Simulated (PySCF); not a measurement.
A GIAO shielding run with PySCF 2.14.0 with density-fitted response routines (density fitting, non-relativistic, gas phase) on SMILES FC(F)[C@@H]1C[C@H]1[SiH2][SiH3], C4H10F2Si2:

```
$ OMP_NUM_THREADS=1 python probes_run.py task.json out

{"job": {"kind": "nmr", "xc": "PBE0", "basis": "pcSseg-1"}, "charge": 0, "multiplicity": 1}
F     -1.669942    -2.182825     0.423039
C     -2.219162    -0.976790     0.109217
F     -3.346472    -0.885838     0.863806
C     -1.267270     0.141478     0.405641
C     -1.357865     1.408599    -0.385898
C     -0.205835     0.475811    -0.605911
Si     1.539106     0.913190    -0.015907
Si     2.821669    -1.001408     0.175191
H     -2.529266    -1.021421    -0.946290
H     -1.021614     0.208113     1.458348
H     -2.123899     1.483600    -1.144479
H     -1.176299     2.335021     0.136610
H     -0.256560    -0.109019    -1.518242
H      2.037363     1.900556    -0.986597
H      1.356029     1.654952     1.241729
H      2.946279    -1.708667    -1.102963
H      4.182293    -0.669353     0.606158
H      2.282687    -1.959681     1.141594
```

Hardware: 1 thread of an Arm Neoverse V1, shared host. The job also computes population analyses, field gradients, ring-centre shieldings.

Question: How large is the calculation?

Answer: 80 electrons, 200 basis functions and 1084 auxiliary functions.

Question: How long does it take, and how much memory does it need?

Answer: 64 s of wall time, with 12 SCF cycles and 4 response iterations; peak memory 0.9 GiB. Times on a shared host scatter by some tens of per cent.
